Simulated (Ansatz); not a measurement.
System: sum formula SiN3H6 (charge -1, singlet). It need not be the lowest isomer of its formula. Whether it binds its extra electron was not tested at this geometry. 
Coordinates optimised at B3LYP-D3(BJ)/def2-TZVP (Ansatz, an electronic-structure program):
```
Si
N 1 1.8251
H 2 1.0150 1 111.79
H 2 1.0182 3 107.88 1 125.40
N 1 1.8298 2 94.49 3 141.62
H 5 1.0136 1 112.10 2 172.62
H 5 1.0229 6 107.13 1 -125.84
N 1 1.8358 2 97.37 3 34.95
H 8 1.0156 1 112.84 2 -177.56
H 8 1.0232 9 107.71 1 127.66
```
Charge -1, spin multiplicity 1.

Total electronic energies in hartree. Correlated levels leave the core frozen unless marked. No spin-orbit coupling. Non-relativistic. CBS marks a two-point X^-3 extrapolation of the correlation energy; Hartree-Fock from the larger set.

| level | program | energy (Eh) |
|---|---|---|
| HF/aug-cc-pV(T+d)Z | Ansatz | -455.89675 |
| HF/cc-pVTZ | Ansatz | -455.87880 |
| revPBE/def2-TZVPD | Ansatz | -457.39850 |
| B97M-V/def2-TZVPD | Ansatz | -457.40940 |
| PBE0-D4/def2-TZVP | Ansatz + dftd4 | -457.19069 |
| PBE0/def2-QZVPP | Ansatz | -457.21491 |
| r2SCANh/def2-TZVPD | Ansatz | -457.37751 |
| RI-MP2/cc-pV(Q+d)Z | Ansatz | -456.75389 |
| CCSD/STO-3G | Ansatz | -450.35995 |
| CCSD/cc-pwCVTZ | Ansatz | -456.71414 |
| CCSD/aug-cc-pV(Q+d)Z | Ansatz | -456.78626 |
| CCSD(T)/aug-cc-pV(D+d)Z | Ansatz | -456.58311 |
| CCSD(T)/cc-pwCVTZ | Ansatz | -456.74868 |
| CCSD(T) with core electrons (1s frozen past Ne)/cc-pwCVTZ | Ansatz | -457.16015 |
| CCSD(T)/CBS(aug-cc-pV(T+d)Z,aug-cc-pV(Q+d)Z) | Ansatz | -456.8550 |

Totals of different functionals don't rank their quality; only differences between species are comparable.
